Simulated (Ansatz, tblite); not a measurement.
Spin states of AsP₂, each relaxed with PBE-D4/def2-TZVP in Ansatz. Electronic energies in the gas phase.

The 6-31G sets use Cartesian d functions. The xTB rows come from tblite. B3LYP takes the VWN-RPA correlation. HSE06 is defined as in plane-wave codes, on full-range PBE exchange. Correlated methods freeze 19 core orbitals; core or outer-core shells of As are correlated, in sets that lack core-valence functions. In CCSD on the charge 0 doublet the largest single amplitude is 0.20, so its Hartree–Fock determinant may place the open shell otherwise than the density functionals do. The structure comes from a short search, and lower isomers may exist.

Doublet geometry:

```csv
atom,x (Å),y (Å),z (Å)
P1,-0.3526,0.9513,0.6550
P2,-0.7410,-1.0105,0.1950
As3,1.0936,0.0592,-0.8499
```

Quartet geometry (Cs within 0.1 Å):

```tsv
atom	x (Å)	y (Å)	z (Å)
P1	-0.188	-0.254	-1.168
P2	-1.108	-0.085	0.715
As3	1.296	0.339	0.453
```

⟨S²⟩: doublet 0.79 at PBE0-D4/def2-TZVP (pure 0.75), quartet 3.77 at PBE0-D4/def2-TZVP (pure 3.75).

Run but left out: HF/6-31G, HF/def2-TZVP, HF/def2-TZVPP, MP2/def2-TZVP, MP2/def2-TZVPP (doublet: ⟨S²⟩ 1.18 to 1.23, where a pure state has 0.75).

Only these spin states were relaxed.

Q: Estimate which spin state lies lowest at each of these levels, and by how much: GFN1-xTB; GFN2-xTB; r2SCAN-D4/def2-TZVP; B3LYP-D4/6-31G; HSE06-D4/def2-TZVP; B2PLYP/def2-TZVP; RPA@PBE/def2-TZVP; CCSD/def2-TZVPP.

A: 
```tsv
level	quartet − doublet (kJ/mol)	lowest of these	remarks
GFN1-xTB	200.4	doublet	–
GFN2-xTB	187.9	doublet	–
r2SCAN-D4/def2-TZVP	184.0	doublet	–
B3LYP-D4/6-31G	163.6	doublet	–
HSE06-D4/def2-TZVP	183.0	doublet	–
B2PLYP/def2-TZVP	188.2	doublet	spin-contaminated (⟨S²⟩ 0.87) (doublet)
RPA@PBE/def2-TZVP	191.3	doublet	–
CCSD/def2-TZVPP	188.2	doublet	large T1 (0.046) (doublet), spin-contaminated (⟨S²⟩ 1.19) (doublet)
```

The xTB methods have no spin-polarisation term.
